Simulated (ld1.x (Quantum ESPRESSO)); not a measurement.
Before and after: TM potential for carbon (C)

```
Element                 : carbon (C)
Generator               : ld1.x (Quantum ESPRESSO) 7.5
Type                    : norm-conserving Troullier–Martins (Kleinman–Bylander form)
Functional              : LDA (PZ)
Relativity              : scalar-relativistic
Frozen core             : [He]
Valence charge          : 4
Reference configuration : 2s2 2p2
Partial waves           : 2p (bound): rc 2.70 bohr; 2s (bound): rc 1.05 bohr
Local potential         : the s channel
Core correction         : none
```

Change: type PAW; waves now 2s (bound): rcut 0.90, rcutus 1.05 bohr; 2s channel at 0.45 Ry: rcut 0.90, rcutus 1.05 bohr; 2p (bound): rcut 2.35, rcutus 2.70 bohr; 2p channel at 0.2 Ry: rcut 2.35, rcutus 2.70 bohr; local potential all-electron potential smoothed inside 2.60 bohr (lloc = -2); core correction a·sin(br)/r model core, default radius (ld1.x builds one for every PAW set, though the input has nlcc=.false.); augmentation BESSEL, radius 1.00 bohr.

Cutoffs: the cutoffs (Ry, on a coarse ladder) from which the occupation-weighted sum of valence levels, in a spherical-Bessel basis at the reference potential, stays within 10 and 1 mRy of its value at 400 Ry; they do not see the model core or the augmentation charge, which bear on the density cutoff. Errors are all-electron minus pseudo energies relative to the spin-unpolarised reference configuration.

**Question.** What does the change do?

**Answer.** The potential gets softer (35 Ry and 90 Ry → 25 Ry and 35 Ry); the number of tests with a reliable result goes from 9 to 7 (the test run of the changed file stopped, so its transferability is not established); of the 7 tests that both files solve, the error grows in 3 and shrinks in 4 by more than 15 % and 0.3 meV (median size 82.9 → 28.7 meV); the range in which the p phases agree widens (upper end 0.8 → 4.7); neither file shows a bound ghost. Several settings change at once here, so the effects cannot be laid on one of them.

| quantity | base | changed |
| --- | --- | --- |
| cutoff, loose | 35 Ry | 25 Ry |
| cutoff, tight | 90 Ry | 35 Ry |
| loose cutoff by channel (10 mRy a level) | p 18 Ry, s 30 Ry | s 18 Ry, p 6 Ry |
| bound ghosts | none | none |
| tests with a reliable result | 9 of 9 | 7 of 9 (the test run stopped) |
| error for 2s2 2p1, meV [ΔE 10.99 eV] | +90 | +73 |
| error for 2s2 2p0, meV [ΔE 35.25 eV] | +781 | +247 |
| error for 2s1 2p0, meV [ΔE 83.22 eV] | +1589 | +160 |
| error for 2s1 2p3, meV [ΔE 8.24 eV] | -10 | +29 |
| error for 2s2 2p2.3, meV [ΔE -1.20 eV] | +1.4 | +3.4 |
| error for 2s2 2p1.5, meV [ΔE 4.03 eV] | +13 | +16 |
| error for 2s1 2p2, meV [ΔE 19.48 eV] | -83 | -5.5 |
| s: phases at 2.94 bohr within 0.05 rad from the reference energy up to (Ry; the scan ends near 5) | to the end of the scan | to the end of the scan |
| p: phases at 2.94 bohr within 0.05 rad from the reference energy up to (Ry; the scan ends near 5) | 0.8 | 4.7 |
